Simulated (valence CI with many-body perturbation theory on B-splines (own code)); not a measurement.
## E1 line list for Lu LVII

Calculated by configuration interaction combined with many-body perturbation theory (CI+MBPT): five valence electrons over a frozen Dirac-Fock core [Ne], a basis of 9 s, 9 p, 8 d, 6 f, 3 g, 1 h functions for each j, with the one-electron correlation potential Σ1 (screened to all orders), the two-electron term Σ2, the three-electron term Σ3, Breit, model QED; selected single and double excitations, second order for the rest (own B-spline code, finite nucleus).

No measured spectrum was set against this ion. As an estimate, large intervals hold to a few tenths of a per cent, small ones and those within an open d or f shell to about a per cent. Among the levels kept, up to 560 cm⁻¹ of a level comes from second order outside the variational space, and about a tenth of that is noise between levels of different J, which matters for small intervals.

Lines 201 to 229 of 229 in falling wavelength, among levels below 59.274 Ry, chosen from the strongest by gf and those to the six lowest levels. Wavelengths and rates use the calculated energies. Electric multipoles are in the length gauge, E1 and E2 with the static RPA response of the core. Weak lines are less certain than strong ones. Lines between different terms over intervals too small for the method are left out, as are lines whose strength nearly cancels. The highest levels of a list are the least certain.

Levels are named by their leading jj configuration (3d3/2^4 stands for four electrons in 3d with j = 3/2), which in mixed levels can hold well under half, so a name can repeat and another be missing. Letters in brackets count levels of one name in rising energy.

| λ vac (Å) | Upper | Lower | A (s⁻¹) | S (a.u.) |
| --- | --- | --- | --- | --- |
| 25.11 | (3s^2 3p1/2 3p3/2 3d3/2) J=5/2 [a] | (3s^2 3p1/2^2 3p3/2) J=3/2 | 1.90e+09 | 8.91e-05 |
| 24.96 | (3s^2 3p1/2 3p3/2 3d3/2) J=1/2 [a] | (3s^2 3p1/2^2 3p3/2) J=3/2 | 3.21e+09 | 4.93e-05 |
| 24.96 | (3s^2 3p1/2 3p3/2 3d3/2) J=3/2 [a] | (3s^2 3p1/2^2 3p3/2) J=3/2 | 1.82e+11 | 5.58e-03 |
| 24.95 | (3s^2 3p1/2 3d3/2 3d5/2) J=7/2 | (3s^2 3p1/2^2 3d5/2) J=5/2 | 5.27e+10 | 3.23e-03 |
| 24.76 | (3s^2 3p1/2 3d3/2 3d5/2) J=5/2 | (3s^2 3p1/2^2 3d5/2) J=5/2 | 8.27e+10 | 3.72e-03 |
| 24.47 | (3s^2 3p1/2 3d3/2^2) J=5/2 | (3s^2 3p1/2^2 3d3/2) J=3/2 | 1.36e+12 | 5.89e-02 |
| 24.46 | (3s^2 3p1/2 3d3/2 3d5/2) J=3/2 | (3s^2 3p1/2^2 3d5/2) J=5/2 | 9.33e+09 | 2.69e-04 |
| 23.81 | (3s 3p1/2^2 3p3/2 3d5/2) J=5/2 [a] | (3s^2 3p1/2^2 3d3/2) J=3/2 | 1.17e+08 | 4.66e-06 |
| 23.40 | (3s 3p1/2^2 3p3/2 3d5/2) J=3/2 [a] | (3s^2 3p1/2^2 3d3/2) J=3/2 | 2.21e+10 | 5.60e-04 |
| 23.24 | (3s^2 3p1/2 3p3/2 3d3/2) J=5/2 [b] | (3s^2 3p1/2^2 3p3/2) J=3/2 | 2.34e+12 | 8.70e-02 |
| 22.85 | (3s^2 3p1/2 3p3/2 3d3/2) J=1/2 [b] | (3s^2 3p1/2^2 3p3/2) J=3/2 | 3.06e+12 | 3.60e-02 |
| 22.83 | (3s^2 3p1/2 3p3/2 3d3/2) J=3/2 [b] | (3s^2 3p1/2^2 3p3/2) J=3/2 | 4.31e+12 | 1.01e-01 |
| 22.69 | (3s^2 3p1/2 3d3/2^2) J=1/2 | (3s^2 3p1/2^2 3d3/2) J=3/2 | 2.85e+12 | 3.29e-02 |
| 22.54 | (3s^2 3p1/2 3d3/2^2) J=3/2 | (3s^2 3p1/2^2 3d3/2) J=3/2 | 4.52e+12 | 1.02e-01 |
| 22.44 | (3s 3p1/2^2 3p3/2 3d5/2) J=1/2 | (3s^2 3p1/2^2 3d3/2) J=3/2 | 1.43e+10 | 1.59e-04 |
| 22.23 | (3s 3p1/2^2 3p3/2 3d5/2) J=5/2 [b] | (3s^2 3p1/2^2 3d3/2) J=3/2 | 5.62e+07 | 1.83e-06 |
| 22.15 | (3s 3p1/2^2 3p3/2 3d5/2) J=3/2 [b] | (3s^2 3p1/2^2 3d3/2) J=3/2 | 1.01e+11 | 2.17e-03 |
| 21.67 | (3s^2 3p1/2 3p3/2 3d5/2) J=3/2 [a] | (3s^2 3p1/2^2 3p3/2) J=3/2 | 1.77e+10 | 3.55e-04 |
| 21.54 | (3s^2 3p1/2 3p3/2 3d5/2) J=5/2 [a] | (3s^2 3p1/2^2 3p3/2) J=3/2 | 2.01e+10 | 5.95e-04 |
| 21.39 | (3s^2 3p1/2 3d3/2 3d5/2) J=5/2 | (3s^2 3p1/2^2 3d3/2) J=3/2 | 1.64e+08 | 4.74e-06 |
| 21.16 | (3s^2 3p1/2 3d3/2 3d5/2) J=3/2 | (3s^2 3p1/2^2 3d3/2) J=3/2 | 6.14e+10 | 1.15e-03 |
| 21.09 | (3s^2 3p1/2 3d3/2 3d5/2) J=1/2 | (3s^2 3p1/2^2 3d3/2) J=3/2 | 3.72e+07 | 3.45e-07 |
| 20.81 | (3s^2 3p1/2 3p3/2 3d5/2) J=5/2 [b] | (3s^2 3p1/2^2 3p3/2) J=3/2 | 7.08e+09 | 1.89e-04 |
| 20.50 | (3s^2 3p1/2 3p3/2 3d5/2) J=3/2 [b] | (3s^2 3p1/2^2 3p3/2) J=3/2 | 3.55e+10 | 6.05e-04 |
| 20.38 | (3s^2 3p1/2 3p3/2 3d5/2) J=1/2 | (3s^2 3p1/2^2 3p3/2) J=3/2 | 4.00e+10 | 3.34e-04 |
| 16.96 | (3s 3p1/2 3p3/2^3) J=3/2 [a] | (3s^2 3p1/2^2 3p3/2) J=3/2 | 2.26e+09 | 2.18e-05 |
| 16.58 | (3s 3p1/2 3p3/2^3) J=5/2 | (3s^2 3p1/2^2 3p3/2) J=3/2 | 2.11e+09 | 2.84e-05 |
| 16.16 | (3s 3p1/2 3p3/2^3) J=1/2 | (3s^2 3p1/2^2 3p3/2) J=3/2 | 1.74e+08 | 7.25e-07 |
| 16.11 | (3s 3p1/2 3p3/2^3) J=3/2 [b] | (3s^2 3p1/2^2 3p3/2) J=3/2 | 5.34e+09 | 4.41e-05 |
